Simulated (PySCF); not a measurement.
# Fractional electron number in Sb²⁺ (antimony, charge +2)

The 5p alpha orbital of [Kr] 4d10 5s2 5p1 is emptied in steps (occupation f), with all orbitals relaxed, ending at [Kr] 4d10 5s2. Calculation: PySCF 2.14, in aug-cc-pVTZ-DK3 (8s7p5d2f, 68 functions); the spin-free X2C one-electron Hamiltonian (Gaussian nucleus). The exact energy is a straight line in f; departures are measured from the line between the end points of the same method.

| f | UHF (eV) | LDA (eV) | PBE (eV) | PBE0 (eV) | r2SCAN (eV) | LC-wPBE (eV) | BHandHLYP (eV) | wB97X (eV) | BLYP (eV) | HSE06 (eV) |
| --- | --- | --- | --- | --- | --- | --- | --- | --- | --- | --- |
| 1 | 0.000 | 0.000 | 0.000 | 0.000 | 0.000 | 0.000 | 0.000 | 0.000 | 0.000 | 0.000 |
| 0.9 | 0.026 | -0.392 | -0.380 | -0.278 | -0.359 | -0.039 | -0.190 | -0.076 | -0.392 | -0.318 |
| 0.7 | 0.060 | -0.916 | -0.884 | -0.646 | -0.829 | -0.088 | -0.442 | -0.179 | -0.915 | -0.741 |
| 0.5 | 0.071 | -1.090 | -1.050 | -0.765 | -0.974 | -0.100 | -0.525 | -0.216 | -1.089 | -0.880 |
| 0.3 | 0.059 | -0.914 | -0.879 | -0.638 | -0.802 | -0.078 | -0.441 | -0.184 | -0.914 | -0.736 |
| 0.1 | 0.025 | -0.390 | -0.375 | -0.272 | -0.332 | -0.030 | -0.189 | -0.080 | -0.391 | -0.313 |
| 0 | 0.000 | 0.000 | 0.000 | 0.000 | 0.000 | 0.000 | 0.000 | 0.000 | 0.000 | 0.000 |

```
   method  E(f=0) − E(f=1) (eV)  −ε at f=1 (eV)  −ε at f=0.5 (eV)
      UHF                24.141          24.430            24.138
      LDA                24.939          20.582            24.945
      PBE                24.701          20.483            24.716
     PBE0                24.740          21.646            24.762
   r2SCAN                24.854          20.855            24.932
  LC-wPBE                24.873          24.427            24.902
BHandHLYP                24.715          22.608            24.719
    wB97X                24.619          23.783            24.603
     BLYP                24.656          20.305            24.660
    HSE06                24.757          21.220            24.771
```

Orbital energy along the path (eV):

```json
{"f": "1", "UHF": "-24.430", "LDA": "-20.582", "PBE": "-20.483", "PBE0": "-21.646", "r2SCAN": "-20.855", "LC-wPBE": "-24.427", "BHandHLYP": "-22.608", "wB97X": "-23.783", "BLYP": "-20.305", "HSE06": "-21.220"}
{"f": "0.9", "UHF": "-24.370", "LDA": "-21.449", "PBE": "-21.329", "PBE0": "-22.274", "r2SCAN": "-21.679", "LC-wPBE": "-24.530", "BHandHLYP": "-23.030", "wB97X": "-23.942", "BLYP": "-21.171", "HSE06": "-21.930"}
{"f": "0.7", "UHF": "-24.253", "LDA": "-23.194", "PBE": "-23.025", "PBE0": "-23.524", "r2SCAN": "-23.320", "LC-wPBE": "-24.725", "BHandHLYP": "-23.876", "wB97X": "-24.266", "BLYP": "-22.912", "HSE06": "-23.352"}
{"f": "0.5", "UHF": "-24.138", "LDA": "-24.945", "PBE": "-24.716", "PBE0": "-24.762", "r2SCAN": "-24.932", "LC-wPBE": "-24.902", "BHandHLYP": "-24.719", "wB97X": "-24.603", "BLYP": "-24.660", "HSE06": "-24.771"}
{"f": "0.3", "UHF": "-24.026", "LDA": "-26.693", "PBE": "-26.393", "PBE0": "-25.978", "r2SCAN": "-26.485", "LC-wPBE": "-25.053", "BHandHLYP": "-25.558", "wB97X": "-24.957", "BLYP": "-26.404", "HSE06": "-26.180"}
{"f": "0.1", "UHF": "-23.917", "LDA": "-28.419", "PBE": "-28.046", "PBE0": "-27.164", "r2SCAN": "-27.885", "LC-wPBE": "-25.159", "BHandHLYP": "-26.392", "wB97X": "-25.325", "BLYP": "-28.134", "HSE06": "-27.554"}
{"f": "0", "UHF": "-23.863", "LDA": "-29.265", "PBE": "-28.862", "PBE0": "-27.744", "r2SCAN": "-28.431", "LC-wPBE": "-25.190", "BHandHLYP": "-26.811", "wB97X": "-25.498", "BLYP": "-28.988", "HSE06": "-28.210"}
```

Reference removal energy between the ground levels: 25.323 eV (measured; NIST Atomic Spectra Database, ionization energies). The calculation has no spin-orbit coupling. UHF lacks correlation.
